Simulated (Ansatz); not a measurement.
Al₄P₃⁺. The state is a singlet with charge 1. Geometry PBE-D4/def2-SVP.

```xyz
7

Al    1.1272   -0.2809    1.4917
Al    0.0121    0.7727   -1.7229
Al   -3.0280   -0.8061    0.7797
Al    1.8781    1.8094   -0.0559
P     1.5170   -1.0123   -0.8598
P    -0.5755   -1.2860   -0.2180
P    -0.9308    0.8032    0.5852
```

The restricted singlet is unstable towards broken spin symmetry in Hartree–Fock (as tested in another run); at HF/STO-3G, PBE-D4/def2-SVP, PBE-D4/def2-TZVP, r2SCAN-D4/def2-TZVP and others this wasn't settled. Another isomer (singlet) lies 0.58 eV lower at PBE0-D4/def2-TZVP; other spin states weren't run for this one.

**Question.** Estimate the orbital energies around the gap (eV) in Ansatz with HF/STO-3G, PBE-D4/def2-SVP, PBE-D4/def2-TZVP, r2SCAN-D4/def2-TZVP, PBE0-D4/def2-TZVP.

**Answer.** 
| orbital | HF/STO-3G | PBE-D4/def2-SVP | PBE-D4/def2-TZVP | r2SCAN-D4/def2-TZVP | PBE0-D4/def2-TZVP |
| --- | --- | --- | --- | --- | --- |
| HOMO−5 | -9.85 | -11.24 | -11.06 | -11.36 | -11.93 |
| HOMO−4 | -8.66 | -10.88 | -10.78 | -10.98 | -11.70 |
| HOMO−3 | -8.40 | -10.42 | -10.26 | -10.49 | -11.05 |
| HOMO−2 | -7.88 | -10.00 | -9.89 | -10.02 | -10.65 |
| HOMO−1 | -7.76 | -9.72 | -9.63 | -9.78 | -10.33 |
| HOMO | -6.93 | -9.34 | -9.24 | -9.42 | -10.07 |
| LUMO | 0.80 | -8.00 | -7.89 | -7.94 | -7.34 |
| LUMO+1 | 2.09 | -7.16 | -7.06 | -7.05 | -6.47 |
| LUMO+2 | 2.70 | -7.11 | -7.04 | -7.01 | -6.41 |
| LUMO+3 | 3.90 | -6.74 | -6.69 | -6.64 | -6.01 |
| LUMO+4 | 4.40 | -6.69 | -6.66 | -6.56 | -5.94 |
| LUMO+5 | 4.75 | -6.01 | -5.95 | -5.79 | -5.21 |
